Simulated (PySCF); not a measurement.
silylarsine (H₅AsSi), singlet, at a GFN2-xTB geometry. Base run: DF-CAMB3LYP/def2-TZVP in PySCF.

Here is a job for PySCF.
```python
from pyscf import gto, scf, dft

mol = gto.Mole()
mol.atom = '''
    Si   -1.49296222    0.17053097    0.31614310
    As    0.75371282   -0.07592101   -0.21903957
    H    -2.29367511   -0.77990177   -0.46688108
    H    -1.93901103    1.52536083   -0.03432123
    H    -1.81909019   -0.04494677    1.73089424
    H     0.88634284   -1.32044560    0.60966261
    H     1.19438155    0.73789324    0.96294779
'''
mol.basis = 'def2-tzvp'
mol.verbose = 4
mol.build()

mf = dft.RKS(mol)
mf.xc = 'camb3lyp'
mf = mf.density_fit(auxbasis='def2-universal-jkfit')
mf.kernel()
mf.analyze()
```

The base run was repeated with changes; each row names its change, and settings that it needs were set with it.

| change | ΔE vs base (µEh) | grid points | electrons on the grid | outcome |
|---|---|---|---|---|
| base | 0.0 | 88648 | 52.00000 | converged |
| grids.atom_grid = (75, 302) | -2.2 | 101136 | 52.00000 | converged |
| small_rho_cutoff = 0 | 0.0 | 88648 | 52.00000 | converged |
| grids.atom_grid = (30, 110) | 4920 | 17272 | 51.99968 | converged |
| grids.becke_scheme = stratmann | 3.0 | 88648 | 52.00000 | converged |
| grids.level = 2 | -2.9 | 51864 | 52.00000 | converged |
| grids.atom_grid = (150, 974) | 2.3 | 561456 | 52.00000 | converged |
| grids.prune = dft.gen_grid.sg1_prune | - | - | - | input refused |
| grids.level = 5 | 2.3 | 205992 | 52.00000 | converged |
| grids.atom_grid = (99, 590) | 2.3 | 224544 | 52.00000 | converged |
| grids.radi_method = gauss_chebyshev | -0.3 | 87384 | 52.00000 | converged |

- grids.prune = dft.gen_grid.sg1_prune: ended with `IndexError: index 33 is out of bounds for axis 0 with size 19`
